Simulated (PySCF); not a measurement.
O2Ti, triplet, geometry from GFN2-xTB (such geometries of metal compounds can be far from the true shape) (the multiplicity is a formal guess); PySCF with DF-BLYP/3-21G.

The PySCF input:
```python
from pyscf import gto, scf, dft

mol = gto.Mole()
mol.atom = '''
    Ti    0.08713546    0.01667738    0.10503988
    O     1.09419603    0.19006438   -1.18532302
    O    -1.33381854   -0.23592717    0.89646335
'''
mol.basis = '3-21g'
mol.spin = 2
mol.verbose = 4
mol.build()

mf = dft.UKS(mol)
mf.xc = 'blyp'
mf = mf.density_fit(auxbasis='def2-universal-jkfit')
mf.kernel()
mf.analyze()
```

Output, abridged:

```
PySCF version 2.14.0

[INPUT] verbose = 4
[INPUT] num. atoms = 3
[INPUT] num. electrons = 38
[INPUT] charge = 0
[INPUT] spin (= nelec alpha-beta = 2S) = 2
[INPUT] symmetry False subgroup None
[INPUT] Mole.unit = angstrom
[INPUT] Symbol           X                Y                Z      unit          X                Y                Z       unit  Magmom
[INPUT]  1 Ti     0.087135460000   0.016677380000   0.105039880000 AA    0.164662155138   0.031515680675   0.198496605357 Bohr   0.0
[INPUT]  2 O      1.094196030000   0.190064380000  -1.185323020000 AA    2.067730823286   0.359169624235  -2.239935876942 Bohr   0.0
[INPUT]  3 O     -1.333818540000  -0.235927170000   0.896463350000 AA   -2.520551740467  -0.445837736644   1.694070212210 Bohr   0.0

nuclear repulsion = 123.662920377383
number of shells = 21
number of NR pGTOs = 84
number of NR cGTOs = 45
basis = 3-21g
ecp = {}

******** <class 'pyscf.df.df_jk.DFUKS'> ********
method = DFUKS
initial guess = minao
damping factor = 0
level_shift factor = 0
DIIS = <class 'pyscf.scf.diis.CDIIS'>
diis_start_cycle = 1
diis_space = 8
diis_damp = 0
SCF conv_tol = 1e-09
SCF conv_tol_grad = None
SCF max_cycles = 50
direct_scf = False
number electrons alpha = 20  beta = 18
XC library pyscf.dft.libxc version 7.1.2
    S. Lehtola, C. Steigemann, M. J. T. Oliveira, and M. A. L. Marques,  SoftwareX 7, 1–5 (2018)
XC functionals = blyp
    A. D. Becke,  Phys. Rev. A 38, 3098 (1988)
    C. Lee, W. Yang, and R. G. Parr,  Phys. Rev. B 37, 785 (1988)
    B. Miehlich, A. Savin, H. Stoll, and H. Preuss,  Chem. Phys. Lett. 157, 200 (1989)
radial grids:
    Treutler-Ahlrichs [JCP 102, 346 (1995); DOI:10.1063/1.469408] (M4) radial grids

becke partition: Becke, JCP 88, 2547 (1988); DOI:10.1063/1.454033
pruning grids: <function nwchem_prune>
grids dens level: 3
symmetrized grids: False
atomic radii adjust function: <function treutler_atomic_radii_adjust>
small_rho_cutoff = 0
Set gradient conv threshold to 3.16228e-05
tot grids = 49072
init E= -994.378621851993

cycle= 1 E= -994.615044732827  delta_E= -0.236  |g|= 0.83  |ddm|= 1.68

cycle= 2 E= -978.914631783654  delta_E= 15.7  |g|= 5.61  |ddm|= 2.95
cycle= 3 E= -994.62031659888  delta_E= -15.7  |g|= 0.877  |ddm|=  2.6

cycle= 4 E= -994.761213733355  delta_E= -0.141  |g|= 0.545  |ddm|= 1.37

cycle= 5 E= -994.813388218051  delta_E= -0.0522  |g|= 0.43  |ddm|= 0.108

cycle= 6 E= -994.890968951737  delta_E= -0.0776  |g|= 0.148  |ddm|= 1.24

cycle= 7 E= -994.904606664328  delta_E= -0.0136  |g|= 0.0716  |ddm|= 0.317

cycle= 8 E= -994.908428863117  delta_E= -0.00382  |g|= 0.0337  |ddm|= 0.221

cycle= 9 E= -994.907457690252  delta_E= 0.000971  |g|= 0.0615  |ddm|= 0.061

cycle= 10 E= -994.909138875031  delta_E= -0.00168  |g|= 0.0117  |ddm|= 0.0573

cycle= 11 E= -994.909231271982  delta_E= -9.24e-05  |g|= 0.00128  |ddm|= 0.0313

cycle= 12 E= -994.909231786075  delta_E= -5.14e-07  |g|= 0.00102  |ddm|= 0.00326

cycle= 13 E= -994.909232602404  delta_E= -8.16e-07  |g|= 0.000128  |ddm|= 0.00341

cycle= 14 E= -994.909232612825  delta_E= -1.04e-08  |g|= 5.97e-05  |ddm|= 0.000313

cycle= 15 E= -994.909232612992  delta_E= -1.67e-10  |g|= 5.31e-05  |ddm|= 4.77e-05

cycle= 16 E= -994.909232614553  delta_E= -1.56e-09  |g|= 2.69e-05  |ddm|= 8.97e-05

cycle= 17 E= -994.909232615101  delta_E= -5.48e-10  |g|= 8.92e-07  |ddm|= 9.68e-05

Extra cycle  E= -994.909232615116  delta_E= -1.57e-11  |g|= 2.46e-06  |ddm|= 2.13e-05
converged SCF energy = -994.909232615116  <S^2> = 2.005655  2S+1 = 3.0037676
**** SCF Summaries ****
Total Energy =                        -994.909232615116480
Nuclear Repulsion Energy =             123.662920377382534
One-electron Energy =                -1611.711338494689016
Two-electron Energy =                  493.139185502190060
Two-electron Coulomb Energy =          552.261124503440897
DFT Exchange-Correlation Energy =      -59.121939001250844
**** MO energy ****
                             alpha | beta                alpha | beta
MO #1   energy= -176.610879747167  | -176.609347258467  occ= 1 | 1
MO #2   energy= -19.4310958968918  | -19.426166044746   occ= 1 | 1
MO #3   energy= -18.7048792121644  | -18.6934944760202  occ= 1 | 1
MO #4   energy= -18.7045679858572  | -18.6931815408334  occ= 1 | 1
MO #5   energy= -16.1925622640808  | -16.1898799685405  occ= 1 | 1
MO #6   energy= -16.1914158593872  | -16.1849941196865  occ= 1 | 1
MO #7   energy= -16.1844344009158  | -16.1803998847737  occ= 1 | 1
MO #8   energy= -2.26046328216535  | -2.2437080039232   occ= 1 | 1
MO #9   energy= -1.43366313161646  | -1.4190091188437   occ= 1 | 1
MO #10  energy= -1.41715297210025  | -1.40476474200035  occ= 1 | 1
MO #11  energy= -1.40597613604029  | -1.38297247318781  occ= 1 | 1
MO #12  energy= -0.833928849102902 | -0.80471621255034  occ= 1 | 1
MO #13  energy= -0.776514818213357 | -0.746805157112162 occ= 1 | 1
MO #14  energy= -0.35042251300231  | -0.298682652173441 occ= 1 | 1
MO #15  energy= -0.308057123139383 | -0.29431568843287  occ= 1 | 1
MO #16  energy= -0.300629437670856 | -0.286873019659686 occ= 1 | 1
MO #17  energy= -0.2613438964332   | -0.246788996532795 occ= 1 | 1
MO #18  energy= -0.260782633734764 | -0.246755954352301 occ= 1 | 1
MO #19  energy= -0.249247212549346 | -0.18668421822804  occ= 1 | 0
MO #20  energy= -0.136877276833801 | -0.119842177571771 occ= 1 | 0
MO #21  energy= -0.128543092848549 | -0.109026260480549 occ= 0 | 0
MO #22  energy= -0.117804202083222 | -0.0947674509620491 occ= 0 | 0
MO #23  energy= -0.0260755866517357 | -0.0143652345781602 occ= 0 | 0
MO #24  energy= -0.0257077387385912 | -0.0122446506131967 occ= 0 | 0
MO #25  energy= -0.00899569470896901 | -0.00173729223644744 occ= 0 | 0
MO #26  energy= -0.00886475296021785 | -0.0016812440828683 occ= 0 | 0
MO #27  energy= 0.0178606449043865 | 0.0238300222357561 occ= 0 | 0
MO #28  energy= 0.0242214751531136 | 0.027147975037642  occ= 0 | 0

To work with the spin densities directly, `use mulliken_meta_spin()` only printing them here.

 ** Mulliken spin pop alpha/beta on meta-lowdin orthogonal AOs **
 ** Mulliken Spin Density (per AO)  **
spin_pop of  0 Ti 1s        0.00000
spin_pop of  0 Ti 2s        0.00001
spin_pop of  0 Ti 3s        0.00004
spin_pop of  0 Ti 4s        0.46021
spin_pop of  0 Ti 5s        0.00101
spin_pop of  0 Ti 2px       0.00002
spin_pop of  0 Ti 2py       0.00000
spin_pop of  0 Ti 2pz       0.00002
spin_pop of  0 Ti 3px       0.00307
spin_pop of  0 Ti 3py       0.00010
spin_pop of  0 Ti 3pz       0.00226
spin_pop of  0 Ti 4px      -0.00133
spin_pop of  0 Ti 4py      -0.00030
spin_pop of  0 Ti 4pz      -0.00155
spin_pop of  0 Ti 5px       0.00315
spin_pop of  0 Ti 5py      -0.00068
spin_pop of  0 Ti 5pz       0.00248
spin_pop of  0 Ti 3dxy      0.03990
spin_pop of  0 Ti 3dyz     -0.00470
spin_pop of  0 Ti 3dz^2     0.11627
spin_pop of  0 Ti 3dxz     -0.04498
spin_pop of  0 Ti 3dx2-y2    0.30496
spin_pop of  0 Ti 4dxy      0.00003
spin_pop of  0 Ti 4dyz     -0.00000
spin_pop of  0 Ti 4dz^2     0.00042
spin_pop of  0 Ti 4dxz      0.00025
spin_pop of  0 Ti 4dx2-y2    0.00026
spin_pop of  1 O 1s       -0.00000
spin_pop of  1 O 2s        0.00891
spin_pop of  1 O 3s        0.00012
spin_pop of  1 O 2px       0.05171
spin_pop of  1 O 2py       0.00547
spin_pop of  1 O 2pz       0.49298
spin_pop of  1 O 3px      -0.00000
spin_pop of  1 O 3py      -0.00009
spin_pop of  1 O 3pz       0.00046
spin_pop of  2 O 1s       -0.00000
spin_pop of  2 O 2s        0.00891
spin_pop of  2 O 3s        0.00012
spin_pop of  2 O 2px       0.51117
spin_pop of  2 O 2py       0.02090
spin_pop of  2 O 2pz       0.01807
spin_pop of  2 O 3px       0.00053
spin_pop of  2 O 3py      -0.00007
spin_pop of  2 O 3pz      -0.00009
 ** Mulliken Spin Density (per atom)  **
spin density of  0 Ti =      0.88091
spin density of  1 O =      0.55955
spin density of  2 O =      0.55954
 ** Mulliken pop alpha/beta on meta-lowdin orthogonal AOs **
 ** Mulliken pop       alpha | beta **
In total            20.00000 | 18.00000
 ** Mulliken atomic charges   ( Nelec_alpha | Nelec_beta ) **
charge of  0Ti =      0.81707  (    11.03192     10.15101 )
charge of  1O =     -0.40854  (     4.48404      3.92450 )
charge of  2O =     -0.40853  (     4.48404      3.92450 )
Dipole moment(X, Y, Z, Debye):  0.80046,  0.15327,  0.96497
```
